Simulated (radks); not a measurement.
Results of a calculation; reference values are marked as such.
Pt+, configuration [Kr] 4d10 4f14 5s1.5 5p6 5d9.5 (fractional occupations, a model configuration).

Level of theory: scalar-relativistic Kohn-Sham, PBE, spin-polarised, spherical densities, finite nucleus; open shells are filled with parallel spins first (spin-orbit coupling, left out, can overturn this in heavy ions); Fermi nuclear charge, rms radius 5.427 fm (a radial shooting solver on a logarithmic mesh with Libxc functionals).

Energy parts (eV):
total: -500895.89
kinetic: 558336.84
electron-nucleus: -1243729.50
Hartree: 194125.12
exchange-correlation: -9628.35

Orbitals (lengths in bohr, moments of r in powers of bohr):
orbital  occ.  eigenvalue (eV)      <r>
1s up       1        -78407.45  0.01715
1s down     1        -78407.36  0.01715
2s up       1        -13783.55  0.07236
2s down     1        -13783.45  0.07236
2p up       3        -11950.66  0.06523
2p down     3        -11950.57  0.06523
3s up       1        -3245.561   0.1871
3s down     1        -3245.488   0.1871
3p up       3        -2711.493   0.1882
3p down     3        -2711.418   0.1882
3d up       5        -2131.296   0.1704
3d down     5        -2131.209   0.1704
4s up       1        -705.5001   0.4151
4s down     1        -705.3599   0.4151
4p up       3        -530.2807   0.4419
4p down     3        -530.1318   0.4418
4d up       5        -317.1635   0.4681
4d down     5        -316.9777   0.4680
4f up       7         -80.3566   0.5156
4f down     7         -80.0930   0.5149
5s up       1        -111.6425   0.9507
5s down   0.5        -110.8406   0.9509
5p up       3         -65.6973    1.100
5p down     3         -64.9253    1.101
5d up       5         -15.0589    1.615
5d down   4.5         -14.5226    1.631

The highest occupied level is 5d down at -14.523 eV. Summed over all electrons, <r^2> = 49.04 bohr^2, which gives a Langevin (diamagnetic) susceptibility term of -38.8 x 10^-6 cm^3/mol.
